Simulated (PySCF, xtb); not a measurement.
ClHI2OSi, SMILES O[Si](Cl)(I)I. Other conformers were not sampled.

Harmonic wavenumbers (cm⁻¹) from GFN2-xTB (xtb) at its own minimum, in rising order: 72, 104, 146, 181, 186, 226, 319, 468, 534, 744, 944, 3641.

Problem. What does PBE-D3(BJ)/def2-SVP (PySCF 2.14.0) give at its own minimum? (Estimate from the structure and the level; the computed values follow.)

Solution. 72, 106, 148, 159, 200, 224, 307, 425, 552, 790, 904, 3727. Paired by order, the mean absolute difference is 24 cm⁻¹ and the zero-point energies are 10.8 and 10.9 kcal/mol.
